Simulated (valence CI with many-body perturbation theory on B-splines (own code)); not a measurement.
Missing levels of Lu39+

Method: valence CI with perturbative core correlation (CI+MBPT): four valence electrons over a frozen Dirac-Fock core [Ar] 3d10, radial functions for each j: 11 s, 11 p, 10 d, 8 f, 5 g, 2 h, with the one-electron correlation potential Σ1 (screened to all orders), the two-electron term Σ2, the three-electron term Σ3, Breit, model QED; selected single and double excitations, second order for the rest, scaled by the run's own slope (own B-spline code, finite nucleus).

The last digits are not significant, and no measured levels were compared; by estimate large intervals hold to a few tenths of a per cent, small ones and those within an open d or f shell to about a per cent. Among the levels kept, up to 380 cm⁻¹ of a level comes from second order outside the variational space, and about a tenth of that is noise between levels of different J, which matters for small intervals.

| Level | E (cm⁻¹) |
| --- | --- |
| (4s^2 4p1/2^2) J=0 | 0 |
| (4s^2 4p1/2 4p3/2) J=1 | ? |
| (4s^2 4p1/2 4p3/2) J=2 | 617880 |
| (4s^2 4p3/2^2) J=2 | 1227800 |
| (4s^2 4p3/2^2) J=0 | 1298500 |
| (4s 4p1/2^2 4p3/2) J=2 | 1299400 |
| (4s 4p1/2^2 4p3/2) J=1 | ? |
| (4s^2 4p1/2 4d3/2) J=2 | ? |
| (4s 4p1/2 4p3/2^2) J=2 [a] | ? |
| (4s^2 4p1/2 4d3/2) J=1 | 1869500 |
| (4s 4p1/2 4p3/2^2) J=3 | 1882900 |
| (4s^2 4p1/2 4d5/2) J=2 | 1975200 |
| (4s 4p1/2 4p3/2^2) J=0 | 1977600 |
| (4s^2 4p1/2 4d5/2) J=3 | 1987400 |
| (4s 4p1/2 4p3/2^2) J=1 [a] | 2029600 |
| (4s 4p1/2 4p3/2^2) J=2 [b] | ? |
| (4s 4p1/2 4p3/2^2) J=1 [b] | 2064800 |
| (4s^2 4p3/2 4d3/2) J=2 | 2442300 |
| (4s^2 4p3/2 4d3/2) J=1 | ? |
| (4s^2 4p3/2 4d3/2) J=0 | 2458400 |

Levels are named by their leading jj configuration (3d3/2^4 stands for four electrons in 3d with j = 3/2), which in mixed levels can hold well under half, so a name can repeat and another be missing. Letters in brackets count levels of one name in rising energy.

Question: The levels stand in rising order. What does the calculation give for the missing energies?

Answer: (4s^2 4p1/2 4p3/2) J=1 585400; (4s 4p1/2^2 4p3/2) J=1 1410600; (4s^2 4p1/2 4d3/2) J=2 1734700; (4s 4p1/2 4p3/2^2) J=2 [a] 1827900; (4s 4p1/2 4p3/2^2) J=2 [b] 2054700; (4s^2 4p3/2 4d3/2) J=1 2449300.
